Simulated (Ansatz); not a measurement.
C$_{2}$H$_{7}$FN$_{2}$Si (`C[C@@]1(F)N[Si@@H]1N`), charge 0, multiplicity 1.

(1) Give a relaxed structure at PBE0-D4/def2-TZVP (Ansatz 0.2.0). (An estimate is asked.)

Results:

(1) Ansatz gave: 
Z-matrix (Å, degrees):
```
C
C 1 1.498
H 1 1.091 2 110.5
H 1 1.091 2 110.8 3 -120.5
H 1 1.096 2 110.1 3 119.9
F 2 1.405 1 107.7 3 175.9
N 2 1.434 1 118.9 3 -54.9
Si 2 1.852 1 130.2 3 18.8
H 7 1.008 2 126.4 1 -39.0
N 8 1.690 2 126.8 1 156.1
H 8 1.482 2 122.3 1 1.2
H 10 1.005 8 121.9 2 -143.2
H 10 1.006 8 122.5 2 19.1
```
This is one stationary point; other conformers may exist.
